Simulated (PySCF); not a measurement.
## What the settings do

Molecule: `C=C1C=C/C1=C(\F)OCF`, C7H6F2O; geometry GFN2-xTB.

Geometry:
```json
{"atom": "C1", "x (Å)": "-0.892", "y (Å)": "1.973", "z (Å)": "-0.742"}
{"atom": "C2", "x (Å)": "-1.320", "y (Å)": "0.845", "z (Å)": "-0.207"}
{"atom": "C3", "x (Å)": "-2.574", "y (Å)": "0.315", "z (Å)": "0.360"}
{"atom": "C4", "x (Å)": "-2.018", "y (Å)": "-0.888", "z (Å)": "0.631"}
{"atom": "C5", "x (Å)": "-0.710", "y (Å)": "-0.484", "z (Å)": "0.101"}
{"atom": "C6", "x (Å)": "0.484", "y (Å)": "-1.031", "z (Å)": "-0.053"}
{"atom": "F7", "x (Å)": "0.742", "y (Å)": "-2.297", "z (Å)": "0.370"}
{"atom": "O8", "x (Å)": "1.541", "y (Å)": "-0.453", "z (Å)": "-0.683"}
{"atom": "C9", "x (Å)": "2.762", "y (Å)": "-0.507", "z (Å)": "-0.039"}
{"atom": "F10", "x (Å)": "2.805", "y (Å)": "0.406", "z (Å)": "0.982"}
{"atom": "H11", "x (Å)": "-1.544", "y (Å)": "2.822", "z (Å)": "-0.857"}
{"atom": "H12", "x (Å)": "0.124", "y (Å)": "2.077", "z (Å)": "-1.080"}
{"atom": "H13", "x (Å)": "-3.547", "y (Å)": "0.744", "z (Å)": "0.498"}
{"atom": "H14", "x (Å)": "-2.361", "y (Å)": "-1.806", "z (Å)": "1.066"}
{"atom": "H15", "x (Å)": "3.526", "y (Å)": "-0.217", "z (Å)": "-0.767"}
{"atom": "H16", "x (Å)": "2.974", "y (Å)": "-1.489", "z (Å)": "0.408"}
```

All runs: PySCF 2.14.0 with density-fitted response routines, non-relativistic, gas phase unless a solvent (IEF-PCM) is named; grid level 2, GIAOs and SCF threshold 1e-9 unless changed. The yardstick, PBE0/pcSseg-1, gives these isotropic shieldings σ (ppm, equivalent atoms averaged): C6 33.3, C2 36.3, C4 39.0, C1 81.5, C9 85.4, H15/H16 25.74, H12 26.43.

**Question.** What do these inputs give? (1) solvent cyclohexane; PBE0/pcSseg-1; (2) HSE06/IGLO-II; (3) revPBE/6-311G**; grid level 1; (4) wB97X/pcSseg-1; grid level 1

**Answer.** 
```
run    outcome  functions  wall time    C6    C2    C4    C1    C9  H15/H16    H12
  1  converged        200       31 s  33.4  36.2  38.4  81.5  85.0    25.64  26.39
  2  converged        256       84 s  36.7  37.4  41.6  84.4  86.6    26.24  27.00
  3  converged        216       37 s  36.8  39.7  46.0  87.8  85.2    26.07  27.07
  4  converged        200       35 s  35.0  40.0  40.4  83.2  88.3    25.90  26.52
```

Times are on 1 thread of an Arm Neoverse V1, shared host.

**Question.** Comment on the technical settings.

**Answer.** 
- Run 3: The functional and orbital basis differ from the yardstick's, which in itself moves the values. Grid level 1 is coarse; it adds numerical noise and can break the equality of equivalent atoms.
- Run 4: The functional differs from the yardstick's, which in itself moves the values. Grid level 1 is coarse; it adds numerical noise and can break the equality of equivalent atoms.
